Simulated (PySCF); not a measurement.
Compound: isophorone, C₉H₁₄O.
Atom-mapped SMILES: `[CH3:1][C:2]1=[CH:3][C:4](=[O:5])[CH2:6][C:7]([CH3:8])([CH3:9])[CH2:10]1`

Structure used (GFN2-xTB), in Å, numbered top down from 1:
```xyz
24
C9H14O angstrom
C      2.683   -1.158    0.055
C      1.520   -0.222    0.015
C      1.585    0.976   -0.574
C      0.462    1.913   -0.617
O      0.510    2.960   -1.228
C     -0.754    1.503    0.186
C     -0.995   -0.009    0.165
C     -1.298   -0.470   -1.262
C     -2.181   -0.355    1.068
C      0.270   -0.704    0.686
H      3.570   -0.707   -0.381
H      2.898   -1.443    1.085
H      2.447   -2.070   -0.494
H      2.489    1.306   -1.067
H     -0.577    1.830    1.216
H     -1.624    2.046   -0.188
H     -0.467   -0.247   -1.926
H     -2.182    0.037   -1.642
H     -1.482   -1.542   -1.285
H     -3.084    0.132    0.710
H     -2.353   -1.429    1.076
H     -2.000   -0.029    2.090
H      0.369   -0.514    1.761
H      0.181   -1.786    0.560
```

Probes without a nucleus sit at each ring's centroid and 1 Å off its mean plane on both sides; NICS is minus the shielding there, NICSzz its component along the normal. Level: GIAO PBE0/pcSseg-1 (PySCF, non-relativistic, gas phase) on the GFN2-xTB geometry, one conformer.

Ring bond lengths (Å), with Mayer bond orders in brackets: C2–C3 1.337 (1.71), C3–C4 1.462 (1.06), C4–C6 1.514 (1.01), C6–C7 1.531 (0.97), C7–C10 1.535 (0.97), C10–C2 1.498 (1.02).

What do the NICS probes read (ppm)?

| ring | type | NICS(0) | NICS(1), two faces | NICS(1)zz, two faces | rms pucker (Å) | centre to ring atoms, mean (Å) |
| --- | --- | --- | --- | --- | --- | --- |
| C2–C3–C4–C6–C7–C10 | 6-membered carbocycle; formal bonds 1 double, 5 single | 1.5 | -2.5 / -0.9 | -2.8 / 2.3 | 0.19 | 1.45 |

What do they say, and how far can they be read as aromaticity?

- C2–C3–C4–C6–C7–C10: mean NICS(1)zz -0.3 ppm, near zero. C6, C7, C10 have four or more neighbours, so the value isn't read as a sign of a π ring current. The two faces differ by 5.1 ppm, so no symmetry operation interchanges them.
